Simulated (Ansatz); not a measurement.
The same molecule with X = F, Cl, Br, I. Ansatz, PBE0-D4/def2-TZVP geometries, multiplicity 1. Each molecule was computed in one conformer, which needn't be the lowest.

Elements past krypton have def2 core potentials. Scalar relativity is left out up to krypton. Spin–orbit coupling is left out; it splits and shifts lone-pair levels of the heavy atoms by tenths of an eV.

```
 X           molecule  mean X–Si bond length / Å  size of the dipole moment (ωB97M-V/def2-TZVPP) / D  HOMO energy (B3LYP/def2-TZVPP) / eV  size of the dipole moment (B3LYP/def2-TZVPP) / D
 F   `F[SiH2]C[SiH3]`                      1.604                                                1.18                                -8.81                                              1.20
Br  `[SiH3]C[SiH2]Br`                      2.229                                                1.44                                -8.02                                              1.42
 I   `[SiH3]C[SiH2]I`                      2.450                                                1.43                                -7.35                                              1.39
```

(1) Give the row for X = Cl, `[SiH3]C[SiH2]Cl`. (An estimate is asked.)

Answers

(1) Computed: 
```tsv
X	molecule	mean X–Si bond length / Å	size of the dipole moment (ωB97M-V/def2-TZVPP) / D	HOMO energy (B3LYP/def2-TZVPP) / eV	size of the dipole moment (B3LYP/def2-TZVPP) / D
Cl	`[SiH3]C[SiH2]Cl`	2.062	1.29	-8.44	1.30
```

From F to I the mean X–Si bond length rises at each step, by 0.846 Å in all; the HOMO energy (B3LYP/def2-TZVPP) rises at each step, by 1.46 eV in all. Bonds lengthen as the atom grows down the group. Dipoles are sizes alone, and their direction can turn along the series.

B3LYP here is the variant with VWN-RPA as its local correlation; programs differ in this.
